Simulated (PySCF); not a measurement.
Gas-phase reaction: GaH3 + N2H2 = GaNH2 + NH3, at 1600 K and a standard pressure of 1 bar. Level: MP2/def2-TZVPP†.

Method: PySCF energies plus ideal-gas RRHO corrections (1 bar). † marks an energy on the PBE0/def2-TZVP geometry and frequencies. MP2 freezes the core. All species are closed-shell singlets. Ga: all electrons, no relativistic terms. GaH3, GaNH2: computed as isolated molecules; such fragments, hydroxides, amides, oligomers or adducts are transient or little studied in the gas. MP2 isn't extrapolated to the basis-set limit; its ΔH°(298 K) is -254.9 kJ in def2-SVP and -292.7 kJ in def2-TZVPP. The harmonic model lacks anharmonicity and excited electronic states, which grow with temperature; levels with a mode under 35 cm⁻¹ are left out.

| species | E (Ha) | H(1600 K) − E (kJ/mol) | S°(1600 K) (J/mol/K) |
|---|---|---|---|
| GaH3 | -1925.20716 | 144.5 | 320.0 |
| N2H2 | -110.45021 | 157.8 | 303.1 |
| GaNH2 | -1979.32395 | 155.7 | 353.5 |
| NH3 | -56.45581 | 168.6 | 272.8 |
E: electronic energy; H − E holds the zero-point and thermal terms. 1 Ha = 2625.5 kJ/mol.

Work out ΔH°, ΔS°, ΔG° and log10 K from these numbers.

1. ΔE = 1×(-1979.32395) + 1×(-56.45581) − 1×(-1925.20716) − 1×(-110.45021) = -0.12239 Ha = -321.3 kJ.
2. Δ(H − E) = 1×(155.7) + 1×(168.6) − 1×(144.5) − 1×(157.8) = 22.0 kJ, so ΔH° = -299.3 kJ.
3. ΔS° = 1×(353.5) + 1×(272.8) − 1×(320.0) − 1×(303.1) = 3.2 J/K; the number of gas molecules stays the same.
4. ΔG° = ΔH° − TΔS° = -299.3 − 1600×(3.2)/1000 = -304.4 kJ.
5. log10 K = −ΔG°/(RT ln 10) = 9.94, with RT ln 10 = 30.63 kJ/mol; at standard pressures the products are favoured.
6. A shift of 10 kJ in ΔE would move log10 K by 0.33 here.
For scale, ΔH°(298 K) is -293 kJ at this level, -281 kJ at ωB97M-V/def2-TZVP†, and runs from -324 to -231 kJ over the 20 levels computed.
